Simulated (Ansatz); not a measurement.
Cost and result for the atomization energy of `CO[Si]C` (10 atoms, 9 bonds).

Z-matrix (Å, degrees):
```
C
O 1 1.407
H 1 1.093 2 109.2
H 1 1.093 2 112.4 3 120.9
H 1 1.093 2 109.1 3 -118.2
Si 2 1.646 1 133.8 3 -120.5
C 6 1.908 2 103.0 1 -0.0
H 7 1.093 6 109.8 2 179.9
H 7 1.097 6 111.9 2 60.2
H 7 1.097 6 111.9 2 -60.4
```

The species carries charge 0 and has multiplicity 1. The geometry is a stationary point of PBE0-D4/def2-TZVP. It is one conformer, not always the lowest. Program: Ansatz. All runs use 2 threads of a server CPU on a shared host. Times are those of one run each, without the atoms' runs, and a repeat can differ threefold. Electronic energies, without spin–orbit coupling; frozen cores. CCSD(T)/CBS adds CCSD(T) − MP2 in def2-TZVPP to the MP2 limit, and its time is that of the two runs behind it. T1 = 0.014; the RHF reference is unstable towards UHF. B3LYP takes the VWN-RPA correlation (the form of Gaussian; ORCA's B3LYP/G). HSE06 is the plane-wave form, built on full-range PBE exchange.

CCSD(T)/CBS is a level of theory with its own doubt, some kJ/mol a heavy atom from the limit and from the frozen cores, so smaller differences don't rank the functionals.

| level | functions | wall time | atomization (kJ/mol) | difference from CCSD(T)/CBS | per bond |
| --- | --- | --- | --- | --- | --- |
| LDA (SPW92)/def2-TZVPP | 219 | 1.4 s | 4252.9 | 516.9 | 57.4 |
| revPBE-D4/def2-TZVPP | 219 | 2.6 s | 3707.9 | -28.1 | -3.1 |
| PBE-D4/def2-TZVPP (with forces) | 219 | 3 s | 3793.3 | 57.3 | 6.4 |
| BHLYP-D4/def2-TZVPP | 219 | 3.7 s | 3631.3 | -104.7 | -11.6 |
| CCSD(T)/def2-SVP | 90 | 4.1 s | 3525.2 | -210.8 | -23.4 |
| HSE06-D4/def2-TZVPP | 219 | 4.2 s | 3729.7 | -6.3 | -0.7 |
| r2SCANh-D4/def2-TZVPP | 219 | 4.5 s | 3709.2 | -26.8 | -3.0 |
| B3LYP-D4/def2-TZVPP (with forces) | 219 | 4.8 s | 3737.6 | 1.6 | 0.2 |
| ωB97X-V/def2-TZVPP | 219 | 7 s | 3739.5 | 3.5 | 0.4 |
| PBE-QIDH/def2-TZVPP | 219 | 7.5 s | 3697.6 | -38.4 | -4.3 |
| MP2/def2-QZVPP | 421 | 31 s | 3739.6 | 3.6 | 0.4 |
| CCSD(T)/def2-TZVPP | 219 | 71 s | 3642.3 | -93.7 | -10.4 |
| CCSD(T)/CBS(def2) | – | 100 s | 3736.0 | 0.0 | 0.0 |

From r2SCAN to r2SCAN0 (25 % exact exchange), in def2-TZVPP and without D4, the atomization energy moves by −55.1 kJ/mol: exact exchange takes away binding that semilocal exchange gives to molecules. In def2-TZVPP, CCSD(T) changes the Hartree–Fock value by +912.4 kJ/mol (the triples alone add +50.7 kJ/mol) and MP2 by +953.8 kJ/mol; breaking electron pairs costs correlation energy, which Hartree–Fock lacks. The D4 term adds +29.3 kJ/mol with B3LYP and +15.3 kJ/mol with PBE0; it sums over pairs of atoms, weighted by their polarisabilities, and B3LYP, whose exchange is more repulsive, gets the larger term.
